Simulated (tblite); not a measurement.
Species: C₆H₈F₂Si.
Geometry (GFN2-xTB, Å), atoms numbered from 1 in this order:
```
atom  x, y, z in Å
F1     3.510   -0.121    0.455
C2     2.166   -0.059    0.317
C3     1.407    0.487    1.263
C4    -0.082    0.487    1.122
C5    -0.593    0.341   -0.313
F6    -0.687    1.648   -0.865
Si7   -2.399   -0.345   -0.388
C8     0.337   -0.423   -1.203
C9     1.624   -0.602   -0.906
H10    1.837    0.898    2.162
H11   -0.480   -0.336    1.728
H12   -0.490    1.413    1.532
H13   -2.333   -1.747    0.025
H14   -2.853   -0.196   -1.766
H15   -3.205    0.449    0.536
H16   -0.067   -0.761   -2.145
H17    2.302   -1.122   -1.564
```

Calculated harmonic vibrations of the isolated species, GFN2-xTB (tblite), most abundant isotopes, no scaling. Errors from tens to a few hundred cm⁻¹ against measured bands are possible. Modes of hydrogen on silicon can be 10 to 20 % off. One conformer, not necessarily the lowest.

Harmonic wavenumbers (cm⁻¹): 40.9, 106.8, 153.2, 189.2, 214.7, 250.5, 335.5, 346.8, 376.1, 401.7, 542.2, 545.5, 560.1, 576.3, 605.9, 752.6, 756.9, 764.7, 767.6, 781.7, 822.0, 838.6, 906.7, 946.5, 984.3, 989.1, 1046.4, 1137.8, 1165.4, 1196.9, 1218.6, 1263.8, 1322.2, 1370.2, 1439.9, 1640.3, 1704.2, 2275.2, 2301.9, 2316.7, 2911.9, 2982.6, 3079.9, 3101.5, 3105.3.

A = 3085, B = 808.4, C = 768.7 MHz; mass 146.036 u (most abundant isotopes); point group C1, symmetry number 1.

**Question.** Zero-point energy?

**Answer.** ½Σν̃ = 25568 cm⁻¹ = 305.87 kJ/mol.

**Question.** Give the ideal-gas entropy at 200 K and 1 bar in the rigid-rotor, harmonic-oscillator model (classical rotation).

**Answer.** Translation 162.71, rotation 118.48, vibration 68.34: S = 349.5 J/(mol K).

**Question.** And Cp and H(200 K) − H(0)?

**Answer.** Cp = 118.14 J/(mol K), of which vibrations give 84.88 (their classical limit is 45 R = 374.2); H(200 K) − H(0) = 14.44 kJ/mol without the zero-point energy, 7.79 from vibrations.

**Question.** Blend soft modes into free rotors: weight 1/[1 + (100 cm⁻¹/ν̃)⁴] for the oscillator and the rest for a rotor with moment μB/(μ + B), μ = h/(8π²ν), B = 10⁻⁴⁴ kg m². What vibrational entropy results?

**Answer.** 64.03 J/(mol K) in place of 68.34, which changes −T·S at 200 K by +0.86 kJ/mol.

**Question.** Which modes carry the vibrational entropy at 200 K?

**Answer.** 40.9 cm⁻¹: 18.52; 106.8 cm⁻¹: 10.71; 153.2 cm⁻¹: 7.91; 189.2 cm⁻¹: 6.36; 214.7 cm⁻¹: 5.48; 250.5 cm⁻¹: 4.46 J/(mol K); the other 39 give 14.90 together.

**Question.** What must be added to the electronic energy to get the Gibbs energy at 200 K and 1 bar?

**Answer.** ZPE + [H(200 K) − H(0)] − T·S = 305.87 + 14.44 − 69.91 = 250.40 kJ/mol.

Hindered rotation and anharmonicity are outside this model. Other conformers, if any are populated, would add a mixing term that is left out. The structure is chiral; the term R ln 2 for an equal mix with its mirror image is left out.

Hardware: Arm Neoverse V1, one thread, shared host. Cost: 0.67 s. The figure is for the frequency step alone.
